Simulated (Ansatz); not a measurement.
Isolated molecules relaxed with PBE0-D4/def2-TZVP in Ansatz; ΔE leaves out vibrations. CCSD(T)/CBS adds triple-zeta CCSD(T) − MP2 to the extrapolated MP2 energy (def2 sets, frozen cores). Functionals use def2-TZVPP. One conformer a species, not always the lowest.

Reaction (isomerisation): `BC[SiH2]Cl` → `C[SiH2]BCl`

```tsv
species	PBE0 energy (Eh)
`BC[SiH2]Cl`	-815.97647
`C[SiH2]BCl`	-815.96380
```

(1) Work out ΔE.

(2) What do rigid-rotor, harmonic-oscillator terms from PBE0-D4/def2-TZVP frequencies (298.15 K, 1 bar) make of the CCSD(T)/CBS value? (Best estimate.)

Largest T1 diagnostic among the species: 0.012.

Answers

(1) ΔE = (-815.96380) − (-815.97647) = 0.01267 Eh = +33.3 kJ/mol. CCSD(T)/CBS gives +39.9 kJ/mol.

(2) Ansatz gave: ΔZPE = +1.3 kJ/mol, ΔH = +41.9 kJ/mol, ΔS = 10 J/(mol·K), ΔG = +39.0 kJ/mol. Modes under 50 cm⁻¹ make the entropy rough.

At CCSD(T), def2-SVP lies −20.4 kJ/mol from the extrapolated value and def2-TZVPP −3.5 kJ/mol. From BLYP to BHLYP (50 % exact exchange), in def2-TZVPP and without D4, ΔE moves by +13.3 kJ/mol. In def2-TZVPP, CCSD(T) changes the Hartree–Fock value by −14.6 kJ/mol (the triples alone add −2.3 kJ/mol) and MP2 by −5.8 kJ/mol.
